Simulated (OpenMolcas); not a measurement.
4s2 4p3 along the 33-electron sequence

```json
{
  "Program": "OpenMolcas 26.06",
  "Method": "RASSCF",
  "Basis": "ANO-R3",
  "Scalar Hamiltonian": "X2C, finite nucleus",
  "Spin-orbit coupling": "state interaction with AMFI integrals over the reference wave functions, term energies averaged over their components"
}
```

Active space for each ion: 3 electrons in 9 orbitals (RAS2 4p; RAS3 4d 5s, at most 1 electron).

Computed levels in cm-1 above 4S* 3/2:

```tsv
Level	As	Se+	Br2+	Kr3+
2D* 3/2	14504	17496	19920	21968
2D* 5/2	14686	17900	20665	23198
2P* 1/2	24248	29581	34143	38260
2P* 3/2	24491	30121	35147	39940
weight of 4S* in the lowest level (%)	100	100	99	99
```

Measured, with the error of the calculation in %. Measured levels: As, Se+ from NIST Handbook of Basic Atomic Spectroscopic Data; Br2+ from Moore, Atomic Energy Levels, vol. II, NSRDS-NBS 35 (1971 reprint of NBS Circular 467, 1952); Kr3+ from Saloman, J. Phys. Chem. Ref. Data 36, 215 (2007).

```csv
Level,As,Se+,Br2+,Kr3+
2D* 3/2,10593 (+36.9),13168 (+32.9),,17038 (+28.9)
2D* 5/2,10915 (+34.5),13784 (+29.9),,18700 (+24.1)
2P* 1/2,18186 (+33.3),23038 (+28.4),26915 (+26.9),31056 (+23.2)
2P* 3/2,18648 (+31.3),23895 (+26.1),28579 (+23.0),33406 (+19.6)
```

2D* 3/2 changes by a factor of 1.51 over the same range, with steps per unit of Z of +2990, +2420, +2050 cm-1.

With the s shell closed, the reference lacks s² → p² mixing. Without dynamic correlation excited terms often stand tens of per cent too high (terms of higher spin than the ground term too low), and those without a measured partner can miss by more than the paired ones (holds for As; Se+). Measured partners are found by configuration, term and J. A level has none where our copy of the source lacks it or the pairing is in doubt (some pairs that miss far off the trend of their configuration count as doubtful), and it then counts in no deviation. Levels of configurations outside the active space are missing.

* marks odd parity.
